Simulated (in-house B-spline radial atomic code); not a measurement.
Values are calculated unless marked as measured or tabulated.
**Weak and strong correlation along the adiabatic connection**

Two-electron singlets in several external potentials (atomic units), by full CI in B-splines with partial waves to l = 8 (correlation energies up to 0.6 % small). The repulsion is scaled by λ at fixed density; W(λ) is the mean repulsion less the Hartree energy, W(0) = E_x, and the area under W from 0 to 1 is E_xc.

Relative drop (W(λ) − E_x)/E_x:

```csv
system,λ = 0.12,λ = 0.25,λ = 0.4,λ = 0.6,λ = 0.8,λ = 1
"ω²r²/2, ω = 0.606",0.0202,0.0399,0.0603,0.0841,0.1045,0.1224
"−Z/r, Z = 0.75, wall at 1.4 bohr",0.0092,0.0187,0.0292,0.0422,0.0544,0.0657
"−V exp(−r²/w²), V = 5.93, w = 11.7",0.0299,0.0577,0.0849,0.1148,0.1391,0.1592
"−V exp(−r²/w²), V = 1.55, w = 8.94",0.0378,0.0715,0.1032,0.1364,0.1623,0.1830
"−Z/r, Z = 8.05, wall at 0.72 bohr",0.0023,0.0047,0.0075,0.0111,0.0147,0.0182
"−Z exp(−kr)/r, Z = 1.56, k = 0.272",0.0169,0.0338,0.0516,0.0729,0.0918,0.1087
"ω²r²/2 − Z/r, ω = 4.96, Z = 1",0.0059,0.0122,0.0192,0.0281,0.0366,0.0447
```

Task: Order the systems by how far second-order (GL2) theory, half the initial slope (estimated from the first points of each curve), overshoots the correlation energy, least first.
A. ω²r²/2 − Z/r, ω = 4.96, Z = 1
B. −Z exp(−kr)/r, Z = 1.56, k = 0.272
C. −V exp(−r²/w²), V = 1.55, w = 8.94
D. −V exp(−r²/w²), V = 5.93, w = 11.7
E. −Z/r, Z = 8.05, wall at 0.72 bohr
F. ω²r²/2, ω = 0.606
G. −Z/r, Z = 0.75, wall at 1.4 bohr

Result: E (GL2/E_c = 1.03), A (GL2/E_c = 1.08), G (GL2/E_c = 1.13), B (GL2/E_c = 1.23), F (GL2/E_c = 1.28), D (GL2/E_c = 1.43), C (GL2/E_c = 1.56).

Task: What else changes along this order?

Result: The ratio follows the bend of the curve. With it the leading natural occupation goes from 1.999 to 1.885 and −T_c/E_c from 0.97 to 0.64 between the first and the last.
